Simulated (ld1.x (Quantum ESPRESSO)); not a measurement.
Results of a calculation; reference values are marked as such.
## Hardness and transferability of assorted potentials

Generated with ld1.x 7.5 (TM, RRKJ, ultrasoft, PAW), atompaw 4.2 or ONCVPSP 4.0.1. The cutoff is in Ry: for ld1.x and atompaw files where the sum of valence levels is converged to 10 mRy in a Bessel basis, for ONCV files where the hardest occupied wave has 1 mHa per electron of residual kinetic energy. The error is the largest all-electron minus pseudo excitation energy over each file’s own four to seven test configurations (ionisations up to +4, promotions, holes and added fractions of an electron), all of which were solved. The labels leave out finer settings (local radius, basis sizes, second energies), which also bear on the numbers. Spin-polarised tests are not counted. The rows are a selection from randomly drawn settings: files with unsolved tests, undetermined cutoffs or missed reference levels are left out.

```csv
element,potential,cutoff (Ry),largest error (meV),bound ghosts
B,"TM, PBE, fully relativistic, rc 1.30/2.95/2.95 (spd), local p, core correction yes, reference 2s2 2p0",21,+132,none
Cl,"ultrasoft, Wu–Cohen, scalar-relativistic, rc 1.55/1.50 (sp), local smoothed, core correction yes, reference 3s2 3p3",25,+16,none
Pd,"TM semilocal, revPBE, scalar-relativistic, rc 1.05/1.15/2.05 (spd), local p, core correction yes, reference 4s2 4p6 4d10 5s0 5p0",140,+139,none
Ce,"PAW, PBE, scalar-relativistic, rc 2.00/2.50/3.96/1.60 (spdf), local smoothed, core correction yes, reference 4f1 5s2 5p6 5d1 6s1.5 6p0.5",50,-21,none
```

Q: Fill in the row for Ni: PAW, LDA (PZ), scalar-relativistic, rc 1.20/1.70/1.50 (spd), local smoothed, core correction yes, reference 3s2 3p6 3d8 4s1 4p0.

A: cutoff 60 Ry, largest error -52 meV, bound ghosts: none.

Q: Fill in the row for Si: RRKJ, PBE, non-relativistic, rc 1.55/2.30/1.95 (spd), local smoothed, core correction yes, reference 3s2 3p1.5.

A: cutoff 35 Ry, largest error +81 meV, bound ghosts: none.

Q: Fill in the row for Ag: PAW, PBEsol, non-relativistic, rc 2.30/1.70/1.10 (spd), local smoothed, core correction yes, reference 4p6 4d10 5s1 5p0.

A: cutoff 90 Ry, largest error -46 meV, bound ghosts: none.
